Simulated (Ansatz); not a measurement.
H4BP (SMILES BP), singlet, geometry from GFN2-xTB, atoms displaced at random by about 0.08 Å a coordinate; HF/cc-pVDZ, gradient in Ansatz (a quantum-chemistry and plane-wave program).

Here is a job for Ansatz.
Ansatz 0.2 input:
```yaml
crystal:
  periodic: [false, false, false]
  atoms:
    - {symbol: B, position_ang: [0.10893313, -0.36108240, -1.05529566]}
    - {symbol: H, position_ang: [-0.69624925, -0.02116126, -2.00331942]}
    - {symbol: H, position_ang: [0.78018100, -1.08693071, -1.43484157]}
    - {symbol: P, position_ang: [-0.15482421, 0.03863568, 0.67132807]}
    - {symbol: H, position_ang: [-0.35774621, 1.57551052, 0.57254104]}
    - {symbol: H, position_ang: [1.27480027, 0.23220705, 0.94524186]}
basis:
  gaussian:
    orbitals: cc-pVDZ
hamiltonian:
  xc: hf
output: {forces: true}
```

Output, abridged:

```
Functional definition: HF
496 factors; integrals over basis functions are off by at most 1.2e-3 eV
mean field evaluation 1: about -10004.4280 eV, gradient 1.3e1 eV
mean field evaluation 2: about -10004.4306 eV, gradient 1.3e1 eV
mean field evaluation 4: about -10005.3826 eV, gradient 1.3e0 eV
mean field evaluation 8: about -10005.3956 eV, gradient 2.4e-4 eV
mean field -10005.39564946 eV, -367.6915082167 hartree, gradient 2.6e-5 eV, S^2 0.000000; 0 other end points of the search recorded, 0 dependent functions left out
the calculation of the forces begins
reference -10005.39564946 eV, -367.6915082167 hartree; 12, 12 occupied and 40, 40 virtual orbitals, 496 factors
Total energy: -10005.39564946 eV, -367.6915082167 hartree
Atom 0 at     0.108933    -0.361082    -1.055296 Å, force    -4.531594     2.605161    -3.083843 eV/Å
Atom 1 at    -0.696249    -0.021161    -2.003319 Å, force     0.914712     0.011207     1.493743 eV/Å
Atom 2 at     0.780181    -1.086931    -1.434842 Å, force     3.598431    -3.376107    -1.226330 eV/Å
Atom 3 at    -0.154824     0.038636     0.671328 Å, force     1.129023     3.587196     2.512409 eV/Å
Atom 4 at    -0.357746     1.575511     0.572541 Å, force    -0.130619    -2.348338     0.075022 eV/Å
Atom 5 at     1.274800     0.232207     0.945242 Å, force    -0.979953    -0.479120     0.228998 eV/Å
Dipole moment:     0.129651     0.053327    -0.028534 e Å
```
